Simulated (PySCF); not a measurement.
Bromine: a sound run and one with changed settings

Sound run: Br⁺ [Ar] 3d10 4s2 4p4, Br²⁺ [Ar] 3d10 4s2 4p3. All numbers are calculated (PySCF 2.14, scalar relativity through the core potential, in cc-pVDZ-PP with ECP10MDF (4s3p2d, 23 functions)). The sound run starts from symmetry-adapted Hartree-Fock orbitals and uses a fine grid where one is needed.

Changed run: 14 angular points. This setting is unsound on purpose.

```csv
species,method,sound run (hartree),changed run (hartree),converged
Br⁺,UHF,-415.07864,-415.07864,yes
Br⁺,TPSS,-416.27511,-416.27453,yes
Br⁺,PBE0,-416.32958,-416.32937,yes
Br²⁺,UHF,-414.33728,-414.33728,yes
Br²⁺,TPSS,-415.49231,-415.49231,yes
Br²⁺,PBE0,-415.54706,-415.54706,yes
```

Ionisation energy of Br⁺:

```csv
method,sound run (eV),changed run (eV)
UHF,20.173,20.173
TPSS,21.301,21.285
PBE0,21.294,21.288
```

A coarse angular grid integrates products of high-l functions wrongly, so density functionals can shift, and the SCF can exploit the error; Hartree-Fock and MP2 need no grid.

For comparison, NIST gives 21.591 eV between the lowest levels.
